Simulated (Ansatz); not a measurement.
Correlation energies of `[CH3][Bi]([F])[F]` by basis set

Cartesian coordinates in Å:
```
C 0.324 -0.741 0.420
Bi 0.303 0.826 -1.153
F -1.661 0.566 -1.494
F 0.089 2.295 0.202
H 1.265 -0.705 0.972
H -0.510 -0.516 1.085
H 0.190 -1.725 -0.032
```

Charge 0, multiplicity 1. Correlated methods include outer-core shells of Bi, which these sets cover unevenly. Bi takes the def2 core potential. Geometry: relaxed with PBE0-D4/def2-TZVP. Frozen core, restricted reference, Ansatz 0.2.0.

```json
{"basis": "def2-SVP", "HF (Eh)": "-451.86812", "MP2 corr.": "-0.63830", "CCSD corr.": "?", "(T)": "-0.01477", "CCSD(T) total": "?"}
{"basis": "def2-TZVPP", "HF (Eh)": "?", "MP2 corr.": "-1.12190", "CCSD corr.": "-1.10221", "(T)": "?", "CCSD(T) total": "?"}
{"basis": "def2-QZVPP", "HF (Eh)": "-452.21060", "MP2 corr.": "?", "CCSD corr.": "–", "(T)": "–", "CCSD(T) total": "–"}
```

Problem. Fill in the withheld values. (An estimate is asked.)

Solution. Computed: def2-SVP CCSD corr.: -0.66171; def2-SVP CCSD(T) total: -452.54460; def2-TZVPP HF (Eh): -452.19422; def2-TZVPP (T): -0.03380; def2-TZVPP CCSD(T) total: -453.33023; def2-QZVPP MP2 corr.: -1.30649.
